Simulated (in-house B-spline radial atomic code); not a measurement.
Results of a calculation; reference values are marked as such.
## Building a PAW d channel for Cr, r_c = 1.85 bohr

Cr, [Ar] 3d5 4s1, non-relativistic PBE, spherical and spin-unpolarised, from an all-electron radial atomic-structure program (B-spline basis) (atomic units; all potentials screened as in the neutral atom).

Two all-electron partial waves φ1, φ2 are integrated outwards at E1 = ε(3d) = -0.110058 and E2 = E1 + 1 hartree; φ1 is the bound orbital and φ2 has unit norm inside r_c = 1.8504 bohr. Smooth partners are polynomials, r^3(a0 + a1 r² + a2 r⁴ + a3 r⁶), matched to φ and three derivatives at r_c, with no condition on the norm. The local potential is -6.7519 + (4.83609) r² + (-1.44872) r⁴ + (0.159844) r⁶ inside 1.515 bohr and the all-electron one outside.

| wave | φ(r_c) | φ'(r_c) | a0 | a1 | a2 | a3 |
| --- | --- | --- | --- | --- | --- | --- |
| 1 | 0.5233957 | -0.2868006 | 0.787496 | -0.4510572 | 0.09723557 | -0.007484296 |
| 2 | 0.8088464 | 1.810352 | -0.7359575 | 0.6217468 | -0.1483893 | 0.01181925 |

Inside r_c the overlaps are <φi φj> = [[0.73894, -0.58975], [-0.58975, 1.00000]] and, for the smooth waves, [[0.30327, 0.03883], [0.03883, 0.12530]]. With χj = (Ej − T − V_local) applied to smooth wave j, the program's quadrature gives the matrix B_ij = <smooth i, χj> as [[-0.29345, 0.62377], [-0.00481, -0.05427]].

**Question.** Check the match of the first wave, and find the augmentation charges q_ij.

**Answer.** At r_c the four terms are 4.98936, -9.78497, 7.22245, -1.90345, which sum to 0.5234, φ1(r_c) to rounding. q_ij is the all-electron overlap less the smooth one: [[0.43567, -0.62858], [-0.62858, 0.87470]]. The smooth first wave has a norm of 0.3033 inside r_c against 0.7389, and q11 > 0 puts back the missing charge.

**Question.** B isn't symmetric. Show that D_ij = B_ij + Ej q_ij is.

**Answer.** Integrating by parts gives B12 − B21 = (E1 − E2) q12: 0.62377 − (-0.00481) = 0.62858, and −1 × (-0.62858) = 0.62858. So D12 = 0.62377 + (0.889942)(-0.62858) = 0.06437 and D21 = -0.00481 + (-0.110058)(-0.62858) = 0.06437; D11 = -0.34140, D22 = 0.72416. The projectors, p = (B⁻¹)ᵀ χ, are dual to the smooth waves; det B = 0.019.

Solving (T + V_local + Σ p D p) ψ = E (1 + Σ p q p) ψ in a sphere of 9 bohr, whose wall lifts the free-atom level a little, gives these levels:

```
all-electron  one projector  two projectors
   -0.109950      -0.109950       -0.109950
    0.118720       0.121143        0.118734
    0.392458       0.408340        0.392500
    0.806379       0.857521        0.806383
    1.350830       1.467870        1.351160
```

**Question.** What does the second projector gain?

**Answer.** With one projector the errors are 0.00, +2.42, +15.88, +51.14, +117.04 millihartree. With two the errors are 0.00, +0.01, +0.04, 0.00, +0.33 millihartree. The scattering is exact at E1 and at E2 = 0.890, and over all levels compared the largest error is 0.33 millihartree. The lowest eigenvalue of the overlap operator is 1 with one and 0.9296 with two projectors. The smooth orbital alone needs a cutoff of 16.8 hartree for 1 millihartree of kinetic energy, against 33.6 for a norm-conserving Troullier-Martins orbital of the same radius; part of the gain comes from giving up the norm, part from the simpler form.
